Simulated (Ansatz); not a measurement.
C$_{2}$H$_{7}$GaO$_{2}$, SMILES `C[O][GaH][O]C`. The species carries charge 0 and has multiplicity 1. Correlated methods include outer-core shells of Ga, which these sets cover unevenly. Scalar relativity is left out up to krypton.

Z-matrix (Å, degrees):
```
C
O 1 1.409
H 1 1.095 2 109.6
H 1 1.095 2 109.6 3 118.3
H 1 1.095 2 113.0 3 -120.9
Ga 2 1.770 1 123.0 3 120.6
O 6 1.781 2 113.1 1 0.1
H 6 1.546 2 122.6 1 -180.0
C 7 1.403 6 123.7 2 180.0
H 9 1.096 7 110.0 6 120.9
H 9 1.096 7 110.0 6 -120.4
H 9 1.099 7 113.4 6 0.3
```

(1) Give the diagnostics of a CCSD(T)/def2-TZVPP run (frozen core, Ansatz). (Estimate.)

Results:

(1) The calculation gave: T1 = 0.0144, largest single amplitude 0.046, largest double 0.021, (T) share of the correlation energy 3.7 %, 9 CCSD cycles. The RHF solution is stable towards an unrestricted one. T1 lies under the customary mark of 0.02 for closed shells.
